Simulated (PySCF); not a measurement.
Compound: C₅H₉OSi (doublet state).
Geometry (GFN2-xTB, Å), atoms numbered from 1 in this order:
```xyz
16
C5H9OSi angstrom
Si     3.4173   -1.0039    0.1839
O      1.9331   -0.3757   -0.0426
C      1.2561    0.6898    0.4107
C     -0.0643    0.8192    0.2792
C     -0.9320   -0.1822   -0.3551
C     -2.1295    0.2674   -1.1516
C     -2.3275   -0.3978    0.1707
H      4.4224    0.0178    0.4508
H      3.5593   -1.7969   -1.0199
H      1.8523    1.4589    0.8899
H     -0.5348    1.7135    0.6576
H     -0.4002   -1.0535   -0.7146
H     -2.3771   -0.2794   -2.0485
H     -2.3188    1.3279   -1.2212
H     -2.6510    0.2095    1.0026
H     -2.7130   -1.4056    0.1911
```

The hyperfine couplings belong to this conformer and change with its torsions.

As a line formula: `[SiH2]O/C=C\C1CC1` [radical].

The calculation used PySCF 2.14.0, UKS B3LYP, pcH-1 on C H O Si, non-relativistic, mean-field spin-orbit, GIAO. One conformer (not necessarily the lowest) at the GFN2-xTB geometry, without solvent, vibrations or thermal averaging. The geometry wasn't refined by DFT: couplings that depend on bond lengths, twists or pyramidal angles can differ widely from those at the functional's own minimum, by a factor of two or more for some ions and for spin on atoms past the first row. The SCF solution wasn't tested for stability.

Problem. The isotropic 13C couplings, averaged over equivalent nuclei, are -6.6, +5.2, +2.9, -2.3 MHz. Assign them to C3; C4; C5; C6/C7.

Solution. 
| site | a_iso (MHz) | ρ(0) (bohr⁻³) | position | distance from Si1 (Å) | spin population | largest \|T\| (MHz) |
| --- | --- | --- | --- | --- | --- | --- |
| C3 | -6.6 | -0.0059 | 2 bonds from Si1 | 2.76 | -0.04 | 5.5 |
| C4 | +5.2 | +0.0047 | 3 bonds from Si1 | 3.93 | +0.07 | 9.7 |
| C5 | -2.3 | -0.0021 | 4 bonds from Si1 | 4.46 | -0.01 | 0.4 |
| C6/C7 | +2.9 | +0.0026 | 5 bonds from Si1 | 5.81 | 0.00 | 1.2 |

ρ(0) is the spin density at the nucleus and T the dipolar tensor; a_iso includes a spin–orbit part; entries for several nuclei are means. The largest Mulliken spin populations are on Si1 (+0.83), O2 (+0.07) and C4 (+0.07). Si1 is the only atom above +0.15. The angles at Si1 add up to 331.1°, so it is pyramidal.

Means are taken over nuclei equivalent by connectivity, which assumes that they swap fast.

On one thread, Arm Neoverse V2 (aarch64), shared host with 96 logical CPUs at a one-minute load of 91, this took 91 s of wall time (with the writing of density and orbital grids) and 0.97 GiB of memory at its peak.
